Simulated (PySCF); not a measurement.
**Frontier levels across methods**

Compound: C2H4Al2Cl2.
Structure used (PBE0-D3(BJ)/def2-SVP), in Å, numbered top down from 1:
```xyz
10
C2H4Al2Cl2 angstrom
C      3.102   -0.355    0.259
C      2.034    0.203    0.064
Al     0.398    1.119   -0.260
Cl    -0.724    0.003   -1.939
Al    -2.267   -0.783   -0.398
Cl    -1.149    0.372    1.276
H      4.041   -0.850    0.436
H      0.223    2.665   -0.468
H     -2.018   -2.324   -0.184
H     -3.637   -0.050   -0.663
```

Basis pcSseg-2 throughout (PySCF), one geometry. Isolated species at its PBE0-D3(BJ)/def2-SVP geometry, gas phase.

Q: How do the orbital energies, the gap and the dipole change with the method?

A: 
| method | kind | HOMO (eV) | LUMO (eV) | gap (eV) | μ (D) | SCF cycles |
| --- | --- | --- | --- | --- | --- | --- |
| B97-2 | global hybrid | -8.02 | -1.10 | 6.92 | 0.57 | 14 |
| PBE0 | global hybrid | -8.30 | -1.14 | 7.16 | 0.57 | 12 |
| mPW1PW91 | global hybrid | -8.31 | -1.13 | 7.18 | 0.57 | 12 |
| BHandHLYP | global hybrid | -9.31 | -0.29 | 9.02 | 0.55 | 12 |
| CAM-B3LYP | range-separated hybrid | -9.64 | -0.17 | 9.47 | 0.53 | 12 |
| wB97X-D | range-separated hybrid | -10.18 | 0.57 | 10.75 | 0.57 | 14 |
| LC-wPBE | range-separated hybrid | -11.12 | 0.91 | 12.03 | 0.55 | 13 |

The HOMO spans 3.09 eV, from B97-2 down to LC-wPBE, and the gap runs from 6.92 eV (B97-2) to 12.03 eV (LC-wPBE). Over the methods B97-2 (21 %), PBE0 (25 %), mPW1PW91 (25 %), BHandHLYP (50 %), a straight line through the gap against the share of exact exchange rises by 0.73 eV for each 10 % (correlation coefficient 1.000). The dipole ranges from 0.53 D (CAM-B3LYP) to 0.57 D (wB97X-D). This basis has no diffuse functions.
